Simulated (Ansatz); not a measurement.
Relaxation of C3H9NSi2 (15 atoms, charge 0, multiplicity 1), to a largest force component of 0.02 eV/Å in at most 50 steps.

Method: RKS PBE/STO-3G (Ansatz 0.2.0).

```xyz
15
Properties=species:S:1:pos:R:3
N -1.277 -2.457 0.780
C -0.265 -1.802 1.153
C 0.336 -0.878 0.188
C 1.379 0.205 0.659
Si -0.377 0.798 0.105
Si -0.385 1.865 -1.876
H -1.626 -3.030 1.522
H 0.229 -1.935 2.142
H 0.585 -1.308 -0.723
H 2.133 0.469 0.042
H 1.491 0.308 1.742
H -1.032 1.381 1.339
H -1.814 2.223 -2.322
H 0.373 3.125 -1.794
H 0.228 0.985 -2.927
```

Where does it end, and by what steps?

It converged. Limits of this set-up: minimal basis. After 11 steps the energy has fallen by 1.349 eV; H8 moved furthest, 0.89 Å.

```
step  energy less start (eV)  largest force component (eV/Å)  accepted
   0                  0.0000                           5.709       yes
   1                 -1.1075                           1.303       yes
   2                 -1.1302                           1.399       yes
   3                 -1.2122                           1.299       yes
   4                 -1.2885                           0.172       yes
   5                 -1.3225                           0.269       yes
   6                 -1.3411                           0.132       yes
   7                 -1.3438                           0.284       yes
   8                 -1.3479                           0.063       yes
   9                 -1.3484                           0.094       yes
  10                 -1.3485                           0.059       yes
  11                 -1.3489                           0.018       yes
```

```xyz
15
Properties=species:S:1:pos:R:3
N -0.943 -2.925 0.841
C -0.419 -1.751 1.191
C 0.225 -0.866 0.160
C 1.370 0.114 0.611
Si -0.185 0.973 0.088
Si -0.364 2.026 -1.890
H -1.348 -3.329 1.766
H -0.425 -1.333 2.230
H 0.396 -1.383 -0.800
H 2.262 0.117 -0.033
H 1.627 0.074 1.680
H -1.004 1.435 1.199
H -1.760 2.129 -2.290
H 0.183 3.373 -1.810
H 0.363 1.295 -2.915
```

The run took 48 s on 1 thread of Arm Neoverse V1, on a shared host, peak memory 0.13 GiB.
